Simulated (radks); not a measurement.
Effect of the nuclear size on neutral caesium, [Xe] 6s1. Method: Dirac Kohn-Sham, PBE, spin-unpolarised, spherical densities, finite nucleus; Fermi nuclear charge, rms radius 4.8041 fm; computed with a radial shooting solver on a logarithmic mesh with Libxc functionals. The rms radius is varied about that value; shifts are against it.

\begin{tabular}{lrrrrrrr}
rms radius (fm) & total energy shift (eV) & density at nucleus (e/bohr^3) & 1s1/2 shift (meV) & 2s1/2 shift (meV) & 4p1/2 shift (meV) & 5s1/2 shift (meV) & 5p1/2 shift (meV) \\ \hline
4.0451 & -2.18 & 3.059e+05 & -909 & -108 & 0.377 & -0.629 & 0.116 \\
4.463 & -1.02 & 3.003e+05 & -424 & -50.6 & 0.176 & -0.294 & 0.054 \\
4.8041 & 0 & 2.962e+05 & 0.000 & 0.000 & 0.000 & 0.000 & 0.000 \\
5.0203 & 0.677 & 2.938e+05 & 282 & 33.6 & -0.117 & 0.195 & -0.036 \\
5.443 & 2.07 & 2.894e+05 & 863 & 103 & -0.357 & 0.597 & -0.111 \\
\end{tabular}

Slopes of the eigenvalues against <r^2> in GHz/fm^2, as finite differences over the two radii next to the reference (eigenvalue slopes, not the field-shift constants of lines): 1s1/2 32300, 2s1/2 3850, 4p1/2 -13.4, 5s1/2 22.4, 5p1/2 -4.14.
